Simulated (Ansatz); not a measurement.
Reaction (SMILES): Br (HBr) → Br atom + H atom
B3LYP-D3(BJ)/def2-TZVP geometries, fixed; electronic energies without zero-point terms.
Largest species:
```
Br
H 1 1.4248
```

Basis-set convergence of the bond dissociation energy at CCSD(T) with Ansatz (a first-principles code). Cartesian d functions, on some or all atoms, in 6-31G*; all else is spherical. Cores are frozen (with 3d on Ga to Br). Open shells are unrestricted. No added dispersion term, no relativity. Functions are those of the species that has most. Reference: Hartree-Fock in aug-cc-pV5Z plus the correlation part extrapolated as X^-3 from aug-cc-pVQZ and aug-cc-pV5Z, 93.53 kcal/mol, itself unsure by roughly 0.11 kcal/mol (a third of the extrapolation step and of the last Hartree-Fock step). Deviations are taken from unrounded values.

```csv
basis,functions,bond dissociation energy (kcal/mol),minus reference (kcal/mol)
def2-SV(P),34,77.48,-16.05
6-31G*,37,79.07,-14.46
cc-pVTZ,57,90.89,-2.65
aug-pcseg-2,82,91.15,-2.38
cc-pVQZ,98,92.58,-0.96
def2-QZVPP,119,92.58,-0.95
def2-QZVPPD,131,92.71,-0.83
aug-cc-pVQZ,139,92.90,-0.63
aug-pcseg-3,142,92.50,-1.04
```

The smallest set listed that lies within 2 kcal/mol of the reference with all its larger relatives (same family, alike in diffuse functions; a set with none counts only in the reference's own line) is cc-pVQZ (98 functions, -0.96 kcal/mol off). Inside, with no larger relative to test it: def2-QZVPP, def2-QZVPPD, aug-pcseg-3. (Relatives not listed, tested too: cc-pV5Z -0.51, aug-cc-pV5Z -0.32 kcal/mol.)
